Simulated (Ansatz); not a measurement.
Calculated with Ansatz (gas phase, PBE0-D4/def2-TZVP geometries, no zero-point term in ΔE). CBS: MP2 limit from def2 TZ/QZ plus the TZ coupled-cluster correction, frozen cores. This one scheme is used for every species. DFT in def2-TZVPP. B3LYP here is the variant with VWN-RPA as its local correlation; programs differ in this. For Ge outer-core shells are correlated without core-valence functions, which leaves a few kJ/mol of doubt a bond. Scalar relativity is left out up to krypton. Each species was taken in one conformer, which may not be the lowest.

`C[S][GeH3]` + `CO[SiH2]S` → `CO[SiH2][S][GeH3]` + CH₃SH  (ligand exchange at a Ge–S bond)

```
             level  ΔE (kJ/mol)  difference from CCSD(T)/CBS
            PBE-D4         -8.7                          1.5
         r2SCAN-D4         -8.9                          1.3
           PBE0-D4        -10.3                         -0.1
          B3LYP-D4        -10.0                          0.2
           ωB97X-V        -10.1                          0.1
           ωB97M-V        -10.8                         -0.6
            B2PLYP         -7.5                          2.7
               PBE         -5.4                          4.8
            r2SCAN         -7.9                          2.3
              PBE0         -7.3                          2.9
             B3LYP         -4.9                          5.3
     HF/def2-TZVPP         -8.0                          2.2
    MP2/def2-TZVPP        -11.6                         -1.4
SCS-MP2/def2-TZVPP        -10.8                         -0.6
   CCSD/def2-TZVPP        -10.0                          0.2
CCSD(T)/def2-TZVPP        -10.5                         -0.3
     HF/def2-QZVPP         -7.9                          2.3
    MP2/def2-QZVPP        -11.4                         -1.2
SCS-MP2/def2-QZVPP        -10.6                         -0.4
      HF/CBS(def2)         -7.9                          2.3
     MP2/CBS(def2)        -11.3                         -1.1
    CCSD/CBS(def2)         -9.7                          0.5
       CCSD(T)/CBS        -10.2                            0
```

Largest T1 diagnostic among the species: 0.011.

The D4 term adds −5.1 kJ/mol with B3LYP and −3.0 kJ/mol with PBE0; it sums over pairs of atoms, weighted by their polarisabilities, and B3LYP, whose exchange is more repulsive, gets the larger term.
